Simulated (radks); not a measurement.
Results of a calculation; reference values are marked as such.
Initial-state core-level shifts of the bromine ion Br2+ when its valence configuration changes from [Ar] 3d10 4s2 4p3. Code: a radial shooting solver on a logarithmic mesh with Libxc functionals. Model: Dirac Kohn-Sham, PBE, spin-unpolarised, spherical densities, point nucleus; open shells fill j = l - 1/2 first. Shifts are changes of the shell-averaged eigenvalues in eV (positive: less bound).

valence,1s,2s,2p,3p
3d10 4s1 4p4,-1.667,-1.618,-1.609,-1.626
3d10 4p5,-3.287,-3.192,-3.173,-3.210
3d8 4s2 4p5,-33.029,-36.581,-36.340,-27.210
3d9 4s1 4p5,-17.672,-19.340,-19.206,-14.996
3d9.5 4s2 4p3.5,-7.956,-8.787,-8.726,-6.703
3d9 4p6,-19.190,-20.826,-20.679,-16.482
3d7 4s2 4p6,-50.734,-56.270,-55.914,-41.182
